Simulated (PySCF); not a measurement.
Does the answer move with the share of exact exchange?

Compound: C₃H₃ClF₂O.
Atom-mapped SMILES: `[F:1][C:2]([F:3])([Cl:4])[C@H:5]1[CH2:6][O:7]1` (hydrogens: H8 on C5; H9, H10 on C6)

Structure used (PBE0-D3(BJ)/def2-SVP), in Å, numbered top down from 1:
```
atom  x, y, z in Å
F1    -1.834   -0.907   -1.039
C2    -1.168    0.022   -0.345
F3    -1.421    1.204   -0.920
Cl4   -1.784    0.039    1.315
C5     0.317   -0.252   -0.420
C6     1.257    0.206    0.597
O7     0.867   -1.148    0.493
H8     0.640   -0.352   -1.467
H9     2.288    0.431    0.296
H10    0.880    0.738    1.478
```

PySCF, pcSseg-1 basis, density fitting, gas phase, PBE0-D3(BJ)/def2-SVP geometry. One functional is left out:

```csv
functional,exact exchange (%),HOMO energy (eV),LUMO energy (eV),dipole moment (D)
B97-D,0,-6.96,-0.61,2.303
BLYP,0,-6.79,-0.56,2.234
LDA,0,-7.06,-0.93,2.336
B3LYP,20,-8.37,0.15,2.394
PBE0,25,-8.66,0.45,2.436
```

Predict the row of B97-2 (21 % exact exchange) by straight lines through the other rows, and check it.

```json
{"property": "HOMO energy (eV)", "line": "-8.41", "computed": "-8.38", "computed − line": "+0.03", "B3LYP (20 %), for comparison": "-8.37"}
{"property": "LUMO energy (eV)", "line": "0.24", "computed": "0.36", "computed − line": "+0.12", "B3LYP (20 %), for comparison": "0.15"}
{"property": "dipole moment (D)", "line": "2.407", "computed": "2.430", "computed − line": "+0.023", "B3LYP (20 %), for comparison": "2.394"}
```

Which of these properties follows the share of exact exchange most closely, and which least?

Most closely the HOMO energy, least the dipole moment; the correlations over the tabulated rows are HOMO energy -0.994, LUMO energy 0.968, dipole moment 0.881. The HOMO energy moves by -0.699 eV for every 10 %. Functionals with the same share still differ in their other parts: at 0 % BLYP and LDA differ by 0.27 eV in it.
